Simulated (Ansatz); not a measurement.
```yaml
crystal:
  periodic: [false, false, false]
  atoms:
    - {symbol: Ge, position_ang: [0.000068, -0.000035, 0.000019]}
    - {symbol: S, position_ang: [-0.296193, -1.302684, -1.481567]}
    - {symbol: S, position_ang: [0.296125, 1.302730, 1.481548]}
basis:
  gaussian: {orbitals: cc-pVTZ}
hamiltonian: {xc: {name: wB97X-V}}
scf: {omitted_lower_state_checks: [starts]}
```

```sh
$ ansatz run in.yaml --threads 4 --pin off --events-out ev --progress --plain --max-ram 3916MiB
```

Output, abridged:

```
Functional definition: wB97X-V
975 factors; their error is unknown
153 factors; integrals over basis functions are off by at most 1.1e-4 eV
mean field evaluation 1: about -78181.2228 eV, gradient 2.7e1 eV
mean field evaluation 2: about -78181.0691 eV, gradient 3.2e1 eV
mean field evaluation 4: about -78183.0855 eV, gradient 5.1e-1 eV
mean field evaluation 8: about -78183.2294 eV, gradient 2.2e-1 eV
mean field evaluation 16: about -78183.2294 eV, gradient 1.0e-5 eV
mean field -78183.22942263 eV, -2873.1806867853 hartree, gradient 1.0e-5 eV, S^2 0.000000; 0 other end points of the search recorded, 0 dependent functions left out
reference -78183.22942117 eV, -2873.1806867318 hartree; 32, 32 occupied and 79, 79 virtual orbitals, 975 factors
Total energy: -78183.22942117 eV, -2873.1806867318 hartree
Checks for a lower state left out: starts
```

Hardware: 4 threads of Arm Neoverse V2 on a shared host. Wall time 2.4 s.
